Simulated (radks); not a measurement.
Values are calculated unless marked as measured or tabulated.
Correlation energies from several functionals, in hartree. Species: As4+ [Ar] 3d10 4s1; Au [Xe] 4f14 5d10 6s1; As3+ [Ar] 3d10 4s2. Code: a radial shooting solver on a logarithmic mesh with Libxc functionals. Model: non-relativistic Kohn-Sham, exchange-only LDA, spin-polarised, spherical densities, point nucleus. Every spin shell is full or empty, so the densities are truly spherical. Functionals are evaluated on that one density, not self-consistently.

functional     As4+       Au     As3+
PW92        -2.7553  -8.2009  -2.8153
Wigner      -1.5404  -4.2574  -1.6099
Chachiyo    -2.7165  -8.1100  -2.7752
P86         -1.6386  -5.4250  -1.6793
AM05        -2.5453  -7.7257  -2.5974
TPSS        -1.4456  -4.8253  -1.4789
revTPSS     -1.4644  -4.8668  -1.5003
SCAN        -1.4467  -4.8733  -1.4887
B95         -1.7578  -5.9777  -1.7965
Tao-Mo      -1.3807  -4.7199  -1.4105
